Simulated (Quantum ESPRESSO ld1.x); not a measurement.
Input (ld1.x (Quantum ESPRESSO 7.5)):

```
 &input
    zed=33.0,
    iswitch=1,
    rel=1,
    lsd=1,
    dft='PW',
    config='[Ar] 3d10 4s1.5 4p2 4d0.5 5s0 5p0',
    verbosity='high',
    prefix='ld1',
    max_out_wfc=37,
    file_charge='ld1.rho',
 /
```

It prints (banner and zero overlaps left out):

```
     Program LD1 v.7.5 starts

     --------------------------- All-electron run ----------------------------

     scalar relativistic calculation

     atomic number is 33.00
     dft =PW   lsd =1 sic =0 latt =0  beta=0.20 tr2=1.0E-14
     Exchange-correlation= PW
                           (   1   4   0   0   0   0   0)
     mesh =2013 r(mesh) =  99.43383 a.u. xmin = -8.00 dx = 0.00800
     1 Ry =  13.60569312 eV, c = 137.03599908

     n l     nl                  e(Ry)          e(Ha)          e(eV)
     1 0     1S 1( 1.00)    -860.787168547    -430.393584273 -11711.6060595
     2 0     2S 1( 1.00)    -110.021624175     -55.010812087  -1496.9204554
     2 1     2P 1( 3.00)     -96.694344790     -48.347172395  -1315.5935819
     3 0     3S 1( 1.00)     -14.857280070      -7.428640035   -202.1435933
     3 1     3P 1( 3.00)     -10.735904687      -5.367952344   -146.0694246
     3 2     3D 1( 5.00)      -3.935953730      -1.967976865    -53.5513786
     4 0     4S 1( 1.00)      -1.945854898      -0.972927449    -26.4747046
     4 1     4P 1( 2.00)      -1.180566528      -0.590283264    -16.0624259
     4 2     4D 1( 0.50)      -0.344424230      -0.172212115     -4.6861304
     5 0     5S 1( 0.00)      -0.449765754      -0.224882877     -6.1193748
     5 1     5P 1( 0.00)      -0.296132977      -0.148066489     -4.0290944
     1 0     1S 2( 1.00)    -860.775368519    -430.387684259 -11711.4455119
     2 0     2S 2( 1.00)    -110.014330382     -55.007165191  -1496.8212183
     2 1     2P 2( 3.00)     -96.684616959     -48.342308480  -1315.4612281
     3 0     3S 2( 1.00)     -14.841823145      -7.420911572   -201.9332911
     3 1     3P 2( 3.00)     -10.717817676      -5.358908838   -145.8233382
     3 2     3D 2( 5.00)      -3.907432222      -1.953716111    -53.1633237
     4 0     4S 2( 0.50)      -1.769489978      -0.884744989    -24.0751376
     4 1     4P 2( 0.00)      -1.008466049      -0.504233025    -13.7208796
     4 2     4D 2( 0.00)      -0.261365508      -0.130682754     -3.5560589
     5 0     5S 2( 0.00)      -0.395365223      -0.197682612     -5.3792179
     5 1     5P 2( 0.00)      -0.260884732      -0.130442366     -3.5495176

     final scf error:  5.2E-15 reached in  26 iterations

     Etot =   -4514.173141 Ry,   -2257.086570 Ha,  -61418.454455 eV
     Total magnetization:    3.00 Bohr mag.

     Ekin =    4599.496202 Ry,    2299.748101 Ha,   62579.333845 eV
     Encl =  -10859.170522 Ry,   -5429.585261 Ha, -147746.541690 eV
     Eh   =    1905.895130 Ry,     952.947565 Ha,   25931.024264 eV
     Exc  =    -160.393951 Ry,     -80.196975 Ha,   -2182.270874 eV
```

Run on one thread of a shared host, so times are rough (Intel(R) Xeon(R) Processor @ 2.60GHz): 0.61 s of CPU time, 1.1 s wall, 26 iterations on 2013 mesh points.
